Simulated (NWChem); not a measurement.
System: CH$_{3}$BF$_{2}$O; SMILES OB(F)CF

```xyz
8

O      1.3460    -0.6455    -0.0003
B      0.0068    -0.5958    -0.0003
F     -0.6852    -1.7280     0.0004
C     -0.7493     0.7938    -0.0014
F      0.1873     1.8184     0.0007
H      1.7037     0.2531    -0.0005
H     -1.3985     0.9003    -0.8889
H     -1.4024     0.9001     0.8833
```
Atoms are numbered in this order, from 1.

Level: PBE0/def2-SVP (NWChem), optimised geometry, unscaled harmonic frequencies. 

| frequency (cm⁻¹) | IR intensity (km/mol) |
|---|---|
| 118 | 11.9 |
| 204 | 17.2 |
| 404 | 1.4 |
| 443 | 12.8 |
| 517 | 9.3 |
| 661 | 79.3 |
| 802 | 1.0 |
| 891 | 38.3 |
| 1020 | 181.8 |
| 1098 | 43.1 |
| 1239 | 3.9 |
| 1272 | 94.1 |
| 1429 | 226.6 |
| 1448 | 1.7 |
| 1507 | 290.9 |
| 3060 | 12.7 |
| 3114 | 11.8 |
| 3854 | 118.1 |

```yaml
zero_point_energy: 33.0 kcal/mol
thermal correction to the enthalpy at 298.15 K (with zero-point energy): 36.9 kcal/mol
heat capacity Cv: 17.1 cal/(mol K)
entropy at 298.15 K and 1 atm (symmetry number 1): 73.3 cal/(mol K)
dipole_moment: 1.39 D
```

Rigid rotor and harmonic oscillator.
